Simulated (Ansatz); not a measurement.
The same path of a periodic cell of 13 atoms, Zn12O (host Zn, host structure hcp, interstitial O) was run twice with different band settings.

Level of theory: Ansatz 0.2.0, DFT PBEsol, scalar-relativistic, plane waves, PAW. Settings: cutoff 420 eV, k mesh 5x3x4, gaussian smearing 0.15 eV, no spin polarisation.

Relaxed end points:

```xyz
13
Lattice="5.3200 0.0000 0.0000 -3.9900 6.9109 0.0000 0.0000 0.0000 4.9370" Properties=species:S:1:pos:R:3
Zn -0.046 0.069 -0.084
Zn 0.115 1.491 2.672
Zn -1.465 2.338 -0.242
Zn -1.332 3.540 1.997
Zn -2.810 4.725 0.294
Zn -2.574 6.089 2.673
Zn 2.559 0.079 0.083
Zn 2.681 1.412 2.498
Zn 1.203 2.393 0.310
Zn 1.693 3.694 2.874
Zn -0.145 4.689 -0.060
Zn 0.140 6.353 2.112
O -0.031 4.619 2.914
```

```xyz
13
Lattice="5.3200 0.0000 0.0000 -3.9900 6.9109 0.0000 0.0000 0.0000 4.9370" Properties=species:S:1:pos:R:3
Zn -0.059 0.079 0.097
Zn 0.114 1.492 2.262
Zn -1.486 2.342 0.259
Zn -1.329 3.533 2.957
Zn -2.825 4.729 -0.301
Zn -2.566 6.084 2.258
Zn 2.544 0.084 -0.089
Zn 2.678 1.407 2.461
Zn 1.182 2.397 -0.323
Zn 1.703 3.691 2.039
Zn -0.154 4.696 0.070
Zn 0.151 6.349 2.835
O -0.025 4.614 2.036
```

Common settings: spring 5.0 eV/Å²; optimiser quadratic models (default); force threshold 0.05 eV/Å; end points relaxed.

| run | movable images | climbing image | start path | iteration limit |
| --- | --- | --- | --- | --- |
| 1 | 7 | yes | straight line | 26 |
| 2 | 2 | no | default | 50 |

Question: What does each run give, and how far can it be trusted?

Answer: Run 1: converged after 14 iterations, highest image 0.253 eV above the first end. By the program's own check the climbing image is of a kind that is not told: the force calls were inconclusive, a negative curvature could not be distinguished from the path's own, the only one lies far off the path, or fixed occupations may fill a level only in part (lowest curvatures found: -2.98 and 0.10 eV/Å²).
Run 2: converged after 7 iterations, highest image 0.134 eV above the first end. No image climbed, so the highest image needn't sit at the top of the path. A band with more images between the same ends climbed to 0.25 eV, so this one has probably stepped over the top.
Limits of this set-up: coarse k mesh, a small cell, in which the defect meets its images, a typed lattice constant that wasn't relaxed here.
